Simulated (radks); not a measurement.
Results of a calculation; reference values are marked as such.
Removal energies from the nickel ion Ni7+, [Ar] 3d3, by Delta-SCF beside the eigenvalue of the level emptied. Code: a radial shooting solver on a logarithmic mesh with Libxc functionals. Model: scalar-relativistic Kohn-Sham, PBEsol, spin-polarised, spherical densities, finite nucleus; Fermi nuclear charge, rms radius of each element as measured or else 0.836 A^(1/3) + 0.57 fm. Open shells are filled with parallel spins first.

removed from       final configuration  Delta-SCF (eV)  -eigenvalue (eV)
3d                            [Ar] 3d2          162.62            148.15
3p                    [Ne] 3s2 3p5 3d3          222.50            208.62
3s                    [Ne] 3s1 3p6 3d3          263.54            249.49
2p            [He] 2s2 2p5 3s2 3p6 3d3          1038.3            999.61
